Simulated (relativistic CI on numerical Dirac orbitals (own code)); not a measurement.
**Sm3+ (4f5) in a crystal field**

Calculated by Dirac-Coulomb-Breit CI, orbitals from a KLI potential per configuration, model QED (radiative potential, 1s self-energy scaled to tabulated hydrogen-like ionisation energies), valence Slater integrals scaled by 0.7, one configuration in a parametric crystal field (own radial code).

Field parameters in Wybourne normalisation. The field is a parameter set, without covalency.

S is read from ⟨S²⟩ = S(S + 1).

Powder χT (cm³ K mol⁻¹) by Van Vleck's formula, with temperature-independent terms:

```
                                                                                                           Field     2 K     5 K    10 K    20 K   50 K  100 K  200 K  300 K
  C2v, B20 = -90, B22 = -370, B40 = 440, B42 = -350, B44 = -700, B60 = 150, B62 = 90, B64 = 330, B66 = -640 cm⁻¹  0.0432  0.0463  0.0514  0.0618  0.093  0.143  0.229  0.311
C2v, B20 = -410, B22 = -90, B40 = 350, B42 = 560, B44 = -250, B60 = -730, B62 = -30, B64 = -210, B66 = -700 cm⁻¹  0.0682  0.0716  0.0773  0.0882  0.115  0.156  0.233  0.313
```

Task: For C2v, B20 = -410, B22 = -90, B40 = 350, B42 = 560, B44 = -250, B60 = -730, B62 = -30, B64 = -210, B66 = -700 cm⁻¹: what effective moment follows at 300 K?

Result: μ_eff = √(8χT) = 1.58 μB. The LS value g√(J(J + 1)) of the free ion's ⁶H°5/2 level is 0.85 μB.
